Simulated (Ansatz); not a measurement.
One change: `C[O][GaH][CH3]` becomes `[CH3][GaH][Se]C`.

Ansatz, PBE0-D4/def2-TZVP geometries, multiplicity 1. Each molecule was computed in one conformer, which needn't be the lowest.

Scalar relativity is left out up to krypton.

```csv
property,`C[O][GaH][CH3]`
HOMO energy (B3LYP/def2-TZVPP) / eV,-7.42
HOMO–LUMO gap (PBE/def2-TZVPP) / eV,4.65
HOMO–LUMO gap (ωB97M-V/def2-TZVPP) / eV,10.92
"ideal-gas entropy at 298 K and 1 bar (rigid rotor, harmonic PBE0-D4/def2-TZVP) / J/(mol·K)",355
LUMO energy (PBE/def2-TZVPP) / eV,-1.54
LUMO energy (PBE0/def2-TZVPP) / eV,-0.76
```

(1) What does the change do to each property? (Estimate.)

Results:

(1) The calculation gave: 
| property | `[CH3][GaH][Se]C` | shift |
| --- | --- | --- |
| HOMO energy (B3LYP/def2-TZVPP) / eV | -6.43 | 0.99 |
| HOMO–LUMO gap (PBE/def2-TZVPP) / eV | 3.79 | -0.86 |
| HOMO–LUMO gap (ωB97M-V/def2-TZVPP) / eV | 9.37 | -1.55 |
| ideal-gas entropy at 298 K and 1 bar (rigid rotor, harmonic PBE0-D4/def2-TZVP) / J/(mol·K) | 396 | 41 |
| LUMO energy (PBE/def2-TZVPP) / eV | -1.80 | -0.26 |
| LUMO energy (PBE0/def2-TZVPP) / eV | -1.05 | -0.29 |

With PBE0 the HOMO rises by 1.00 eV and the LUMO falls by 0.29 eV, so the gap narrows by about 1.29 eV. PBE moves the HOMO by 0.61 eV and ωB97M-V by 1.26 eV. Modes under 60 cm⁻¹, often nearly free rotors, make the harmonic entropy too high.

B3LYP here is the variant with VWN-RPA as its local correlation; programs differ in this.

Spin–orbit coupling is left out; it splits and shifts lone-pair levels of the heavy atoms by tenths of an eV.
